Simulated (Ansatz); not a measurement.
Geometry optimisation, RKS PBE-D4/def2-SVP in Ansatz.

The input (input.yaml):

```yaml
crystal:
  periodic: [false, false, false]
  atoms:
    - { symbol: B, position_ang: [-0.224452, 0.525896, -0.4382] }
    - { symbol: "N", position_ang: [-0.033376, 0.047861, 2.252264] }
    - { symbol: H, position_ang: [-0.75621, -0.335819, 2.875137] }
    - { symbol: H, position_ang: [0.874492, -0.210395, 2.660758] }
    - { symbol: F, position_ang: [0.949502, -0.072909, -0.653769] }
    - { symbol: O, position_ang: [-1.423029, -0.048544, -0.679276] }
    - { symbol: H, position_ang: [-1.328332, -0.999592, -0.875942] }
    - { symbol: Br, position_ang: [-0.211994, 2.494405, -0.029434] }
    - { symbol: H, position_ang: [-0.098601, 1.085897, 2.333361] }
basis:
  gaussian: { orbitals: def2-SVP }
hamiltonian:
  xc: pbe
  dispersion: d4
relax:
  f_tol: 0.03
  max_steps: 50
output:
  orbitals: {}
```

Run as:

```bash
$ ansatz run input.yaml --threads 2 --pin off --max-ram 3072MiB --backend cpu --events-out ev --progress --plain --runs-dir out
```

Problem. Where does it end, and by what steps?

Solution. The forces met the threshold. The force dipped under the threshold on the way, but the program's further checks kept it going. After 24 steps the energy has fallen by 0.715 eV; H3 moved furthest, 0.89 Å. Joined: B1–N2 (2.74 → 1.64 Å).

| step | energy less start (eV) | largest force component (eV/Å) | accepted |
| --- | --- | --- | --- |
| 0 | 0.0000 | 0.797 | yes |
| 1 | -0.1211 | 0.614 | yes |
| 2 | -0.2624 | 0.666 | yes |
| 3 | -0.4707 | 1.115 | yes |
| 4 | -0.4503 | 2.353 | no |
| 5 | -0.5517 | 0.237 | yes |
| 6 | -0.5792 | 0.408 | yes |
| 7 | -0.6025 | 0.339 | yes |
| 8 | -0.4968 | 2.711 | no |
| 9 | -0.6302 | 0.214 | yes |
| 10 | -0.6449 | 0.656 | yes |
| 11 | -0.6651 | 0.390 | yes |
| 12 | -0.6508 | 0.778 | no |
| 13 | -0.6788 | 0.298 | yes |
| 14 | -0.6839 | 0.511 | yes |
| 15 | -0.6946 | 0.177 | yes |
| 16 | -0.7042 | 0.163 | yes |
| 17 | -0.6205 | 1.441 | no |
| 18 | -0.7100 | 0.062 | yes |
| 19 | -0.7095 | 0.314 | no |
| 20 | -0.7110 | 0.082 | yes |
| 21 | -0.7136 | 0.030 | yes |
| 22 | -0.7140 | 0.134 | yes |
| 23 | -0.7146 | 0.056 | yes |
| 24 | -0.7149 | 0.013 | yes |

```xyz
9
Properties=species:S:1:pos:R:3
B -0.133 0.242 0.246
N -0.061 0.230 1.886
H -0.254 -0.717 2.250
H 0.868 0.540 2.202
F 0.958 -0.489 -0.189
O -1.416 -0.253 -0.036
H -1.600 -0.207 -0.989
Br 0.151 2.256 -0.182
H -0.764 0.885 2.258
```

Whether the end is a true minimum wasn't checked by a vibrational analysis.

Run time: 49 s on 2 threads of Arm Neoverse V2 (shared host), peak memory 0.18 GiB.
